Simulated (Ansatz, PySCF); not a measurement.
Barrier from R1 to the saddle point P1, each structure at its B3LYP-D3(BJ)/def2-TZVP stationary point, reached from a drawn start; harmonic modes at that level show the others as minima.
P1, H4InSb, a first-order saddle point (one imaginary mode, 500i cm⁻¹) (charge 0, multiplicity 1):
```xyz
6

In    -1.47471     0.00000     0.00000
Sb     1.19577     0.00000     0.00000
H     -2.09623     1.58687     0.00000
H     -2.09623    -1.58687     0.00000
H      2.23570     1.31711     0.00000
H      2.23570    -1.31711     0.00000
```
R1, H4InSb (SMILES [InH2][SbH2]) (charge 0, multiplicity 1):
```xyz
6

In    -1.12865     0.00000    -0.35323
Sb     1.68296     0.00000    -0.43099
H     -1.99610     1.50464    -0.36954
H     -1.99610    -1.50464    -0.36954
H      1.71895     1.23106     0.76165
H      1.71895    -1.23106     0.76165
```

P less R. No zero-point or thermal terms; no spin–orbit coupling. No path was followed down from the saddle.

Cores are frozen in the correlated methods. In cc and def2 sets filled d and f shells under p-block atoms count as core. CBS: X⁻³ extrapolation of the correlation energy, Hartree–Fock from the larger set.

Run with Ansatz (Gaussian orbitals); PySCF for the D3/D4 terms. All values are computed, each at the level named. Elements past Kr take the def2 small-core potentials, without spin–orbit coupling.

PBE/def2-TZVPP gives 0.847 eV for the barrier height.

Q: Predict the shift from PBE, with its sign, for: PBE-D3(BJ)/def2-TZVPP, r2SCAN/def2-TZVPP, B3LYP/def2-TZVPP, wB97M-V/def2-TZVPP, B2PLYP/def2-TZVPP, MP2/CBS(def2-TZVPP, def2-QZVPP), CCSD(T)/CBS(def2-TZVPP, def2-QZVPP).

A: PBE-D3(BJ)/def2-TZVPP 0.003; r2SCAN/def2-TZVPP -0.022; B3LYP/def2-TZVPP 0.039; wB97M-V/def2-TZVPP -0.007; B2PLYP/def2-TZVPP 0.009; MP2/CBS(def2-TZVPP, def2-QZVPP) -0.041; CCSD(T)/CBS(def2-TZVPP, def2-QZVPP) -0.030 eV. 3 of 7 lie above PBE; the widest gap is to MP2/CBS(def2-TZVPP, def2-QZVPP).

Ansatz is a program for electronic structure.
